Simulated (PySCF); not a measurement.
**Exercise with solution: oscillator strength and radiative lifetime**

2-methylidenefuran-3-one (C5H4O2), SMILES C=C1OC=CC1=O.

The structure is a stationary point at B3LYP-D3(BJ)/def2-SVP.

TDDFT-PBE0/def2-SVPD (PySCF) puts the first singlet state with f over 0.02 at 4.27 eV (vertical), with the transition dipole (-0.968, 0.165, 0.000) in atomic units.

Find the oscillator strength, the wavelength and the radiative lifetime that this transition would have in vacuum if emission retraced absorption.


|μ|² = 0.9642 au, so |μ| = 2.50 D. ΔE = 4.27/27.211 = 0.1569 hartree. f = (2/3) ΔE |μ|² = 0.101 (the program prints 0.101).
λ = 1239.84/4.27 = 290 nm; ν = 34440 cm⁻¹.
Einstein's coefficient A = 0.6670 ν² f s⁻¹ (ν in cm⁻¹) = 8.0e7 s⁻¹, so τ = 1/A = 13 ns. This state is S2; the lower singlet has f = 0.000. The figure is the radiative limit of this one transition; relaxation, internal conversion, crossing to triplets and a medium change what is measured.
